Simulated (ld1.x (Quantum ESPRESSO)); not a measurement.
tantalum (Ta): one change to a TM semilocal potential, before and after

| Property | Result |
| --- | --- |
| Element | tantalum |
| Generator | ld1.x (Quantum ESPRESSO) 7.5 |
| Type | norm-conserving Troullier–Martins (semilocal form) |
| Functional | PBE |
| Relativity | scalar-relativistic |
| Frozen core | [Kr] 4d10 4f14 5s2 |
| Valence charge | 11 |
| Reference configuration | 5p6 5d4 6s1 6p0 |
| Partial waves | 6s (bound): rc 2.30 bohr; 5p (bound): rc 1.75 bohr; 5d (bound): rc 2.10 bohr |
| Local potential | the d channel |
| Core correction | Bessel-smoothed model core inside 1.10 bohr |

Change: wave 5p (bound): rc 1.75 bohr becomes 5p (bound): rc 2.42 bohr.

Cutoffs: the cutoffs (Ry, on a coarse ladder) from which the occupation-weighted sum of valence levels, in a spherical-Bessel basis at the reference potential, stays within 10 and 1 mRy of its value at 400 Ry; they do not see the model core or the augmentation charge, which bear on the density cutoff. Errors are all-electron minus pseudo energies relative to the spin-unpolarised reference configuration.

Problem. What does the change do?

Solution. The potential gets softer (40 Ry and 70 Ry → 30 Ry and 40 Ry); of the 7 tests that both files solve, the error grows in 2 and shrinks in 1 by more than 15 % and 0.3 meV (median size 24.9 → 21.1 meV); neither file shows a bound ghost. A larger radius leaves more room for a smooth pseudo-wave, so fewer plane waves are needed. A semilocal file is local in each channel, so a ghost entry of none says nothing of the separable form that plane-wave codes build from it.

| quantity | base | changed |
| --- | --- | --- |
| cutoff, loose | 40 Ry | 30 Ry |
| cutoff, tight | 70 Ry | 40 Ry |
| loose cutoff by channel (10 mRy a level) | s 6 Ry, p 25 Ry, d 21 Ry | s 6 Ry, p 21 Ry, d 21 Ry |
| bound ghosts | none | none |
| error for 5p6 5d3 6s2 6p0, meV [ΔE -2.09 eV] | -10 | -9.6 |
| error for 5p6 5d3 6s1 6p0, meV [ΔE 6.37 eV] | +1.0 | +1.3 |
| error for 5p6 5d3 6s0 6p0, meV [ΔE 21.35 eV] | -9.7 | -9.5 |
| error for 5p6 5d2 6s2 6p0, meV [ΔE 5.59 eV] | -25 | -21 |
| error for 5p6 5d2 6s0 6p0, meV [ΔE 44.95 eV] | -46 | -41 |
| error for 5p6 5d3 6s1 6p1, meV [ΔE 2.08 eV] | +72 | +183 |
| error for 5p6 5d1 6s0 6p0, meV [ΔE 79.99 eV] | -179 | -155 |
